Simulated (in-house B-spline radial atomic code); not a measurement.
Computed with a B-spline radial atomic code. Model: two electrons, singlet ground state, non-relativistic, full CI in B-splines with partial waves to l = 8 (at full coupling up to 3e-4 hartree above the limit, correlation up to 0.6 % small), density held at that of full coupling by Lieb maximisation.

W(λ) is the mean repulsion in the state of coupling λ less the Hartree energy of the fixed density. Its start is exact exchange, its initial slope is twice the second-order Görling-Levy correlation energy, and its area from 0 to 1 is E_xc. A straight curve means weak, dynamic correlation, and a curve that drops fast and flattens means strong correlation.

Command:
```bash
python run_ac.py task.json out
```
Settings (lengths in bohr, energies in hartree):
```
potential              ball
strength               1
lmax                   8
wall_radius            4.06
```

Run time, properties included: 3.7 s on 1 thread of Intel(R) Xeon(R) Processor @ 2.30GHz, with other jobs on the host.

**W = mean repulsion less Hartree energy, and W of three functionals.**

Given: confinement empty hard sphere; hard wall radius 4.06 bohr; external potential zero inside.

Computed: LDA exchange minus exact 53.165 millihartree; SCAN exchange minus exact -6.761 millihartree.

```json
{"coupling": "0", "W xc (hartree)": "-0.41522", "W xc minus exchange (millihartree)": "0", "kinetic minus Kohn-Sham (millihartree)": "0", "LDA (PW92) W minus its exchange (millihartree)": "0", "PBE W minus its exchange (millihartree)": "0", "SCAN W minus its exchange (millihartree)": "0"}
{"coupling": "0.02", "W xc (hartree)": "-0.41753", "W xc minus exchange (millihartree)": "-2.315", "kinetic minus Kohn-Sham (millihartree)": "0.02", "LDA (PW92) W minus its exchange (millihartree)": "-10.01", "PBE W minus its exchange (millihartree)": "-4.3", "SCAN W minus its exchange (millihartree)": "-1.94"}
{"coupling": "0.05", "W xc (hartree)": "-0.4209", "W xc minus exchange (millihartree)": "-5.679", "kinetic minus Kohn-Sham (millihartree)": "0.14", "LDA (PW92) W minus its exchange (millihartree)": "-19.79", "PBE W minus its exchange (millihartree)": "-9.82", "SCAN W minus its exchange (millihartree)": "-4.72"}
{"coupling": "0.12", "W xc (hartree)": "?", "W xc minus exchange (millihartree)": "?", "kinetic minus Kohn-Sham (millihartree)": "?", "LDA (PW92) W minus its exchange (millihartree)": "?", "PBE W minus its exchange (millihartree)": "?", "SCAN W minus its exchange (millihartree)": "?"}
{"coupling": "0.25", "W xc (hartree)": "-0.44039", "W xc minus exchange (millihartree)": "-25.175", "kinetic minus Kohn-Sham (millihartree)": "2.98", "LDA (PW92) W minus its exchange (millihartree)": "-57.8", "PBE W minus its exchange (millihartree)": "-36.19", "SCAN W minus its exchange (millihartree)": "-20.86"}
{"coupling": "0.4", "W xc (hartree)": "-0.45221", "W xc minus exchange (millihartree)": "-36.997", "kinetic minus Kohn-Sham (millihartree)": "6.8", "LDA (PW92) W minus its exchange (millihartree)": "-76", "PBE W minus its exchange (millihartree)": "-50.4", "SCAN W minus its exchange (millihartree)": "-30.98"}
{"coupling": "0.6", "W xc (hartree)": "-0.46512", "W xc minus exchange (millihartree)": "-49.907", "kinetic minus Kohn-Sham (millihartree)": "13.21", "LDA (PW92) W minus its exchange (millihartree)": "-94.5", "PBE W minus its exchange (millihartree)": "-65.54", "SCAN W minus its exchange (millihartree)": "-42.55"}
{"coupling": "0.8", "W xc (hartree)": "?", "W xc minus exchange (millihartree)": "?", "kinetic minus Kohn-Sham (millihartree)": "?", "LDA (PW92) W minus its exchange (millihartree)": "?", "PBE W minus its exchange (millihartree)": "?", "SCAN W minus its exchange (millihartree)": "?"}
{"coupling": "1", "W xc (hartree)": "-0.48407", "W xc minus exchange (millihartree)": "-68.85", "kinetic minus Kohn-Sham (millihartree)": "28.11", "LDA (PW92) W minus its exchange (millihartree)": "-120.92", "PBE W minus its exchange (millihartree)": "-88.05", "SCAN W minus its exchange (millihartree)": "-60.88"}
{"coupling": "1.4", "W xc (hartree)": "-0.49715", "W xc minus exchange (millihartree)": "-81.934", "kinetic minus Kohn-Sham (millihartree)": "43.66", "LDA (PW92) W minus its exchange (millihartree)": "-139.58", "PBE W minus its exchange (millihartree)": "-104.44", "SCAN W minus its exchange (millihartree)": "-74.79"}
{"coupling": "2", "W xc (hartree)": "-0.51056", "W xc minus exchange (millihartree)": "-95.339", "kinetic minus Kohn-Sham (millihartree)": "66.17", "LDA (PW92) W minus its exchange (millihartree)": "-159.72", "PBE W minus its exchange (millihartree)": "-122.5", "SCAN W minus its exchange (millihartree)": "-90.29"}
{"coupling": "3", "W xc (hartree)": "-0.52438", "W xc minus exchange (millihartree)": "-109.17", "kinetic minus Kohn-Sham (millihartree)": "100.13", "LDA (PW92) W minus its exchange (millihartree)": "-182.26", "PBE W minus its exchange (millihartree)": "-143.05", "SCAN W minus its exchange (millihartree)": "-107.58"}
{"coupling": "4.5", "W xc (hartree)": "-0.53632", "W xc minus exchange (millihartree)": "-121.1", "kinetic minus Kohn-Sham (millihartree)": "144.04", "LDA (PW92) W minus its exchange (millihartree)": "-203.66", "PBE W minus its exchange (millihartree)": "-162.83", "SCAN W minus its exchange (millihartree)": "-123.08"}
{"coupling": "7", "W xc (hartree)": "-0.54723", "W xc minus exchange (millihartree)": "-132.02", "kinetic minus Kohn-Sham (millihartree)": "205.38", "LDA (PW92) W minus its exchange (millihartree)": "-225.12", "PBE W minus its exchange (millihartree)": "-182.87", "SCAN W minus its exchange (millihartree)": "-136.78"}
{"coupling": "10", "W xc (hartree)": "-0.55468", "W xc minus exchange (millihartree)": "-139.46", "kinetic minus Kohn-Sham (millihartree)": "267.72", "LDA (PW92) W minus its exchange (millihartree)": "-240.81", "PBE W minus its exchange (millihartree)": "-197.63", "SCAN W minus its exchange (millihartree)": "-145.18"}
```

Problem. What belongs in the row 0.12?

Solution. W xc (hartree): -0.42827; W xc minus exchange (millihartree): -13.056; kinetic minus Kohn-Sham (millihartree): 0.76; LDA (PW92) W minus its exchange (millihartree): -36.28; PBE W minus its exchange (millihartree): -20.54; SCAN W minus its exchange (millihartree): -10.78.

Problem. What belongs in the row 0.8?

Solution. W xc (hartree): -0.47554; W xc minus exchange (millihartree): -60.319; kinetic minus Kohn-Sham (millihartree): 20.46; LDA (PW92) W minus its exchange (millihartree): -109.02; PBE W minus its exchange (millihartree): -77.8; SCAN W minus its exchange (millihartree): -52.39.

Problem. What is the PBE exchange minus exact?

Solution. 15.843 millihartree.

**Energy parts, natural occupations and partial-wave weights.**

Computed: total energy 0.9855 hartree; exchange energy -0.41522 hartree; correlation energy -0.040739 hartree; kinetic part of the DFT correlation energy 0.028111 hartree; kinetic part over minus potential part 0.4083; Kohn-Sham kinetic 0.611 hartree; Lieb Oxford ratio E_xc over LDA exchange 1.2594.

```
natural  occupation of the shell (electrons)
      s                               1.9139
      p                             0.082625
      s                            0.0014907
      d                            0.0014833
      p                                    ?
      f                           0.00016824
```

Problem. What belongs in the row p?

Solution. occupation of the shell (electrons): 0.00017211.

| wave | weight |
| --- | --- |
| s | 0.95772 |
| p | 0.041402 |
| d | ? |
| f | 8.9586e-05 |
| g | 1.9334e-05 |

Problem. What belongs in the row d?

Solution. weight: 0.00076022.

Problem. What is the Hartree energy?

Solution. 0.83043 hartree.

Problem. What is the initial slope twice GL2?

Solution. -0.11717 hartree.

Half-way to full coupling W has made 63 % of its drop, against 50 % for a straight line, and second-order (GL2) theory, half the initial slope, overshoots the correlation energy by about 44 %: a marked bend. Over couplings 0 to 1 the errors in E_xc come to about +15 millihartree for LDA, +2.4 millihartree for PBE, -1.0 millihartree for SCAN, so SCAN is nearest. In LDA and PBE and SCAN the errors of exchange and correlation have opposite signs, so the sum is smaller than the larger of the two.
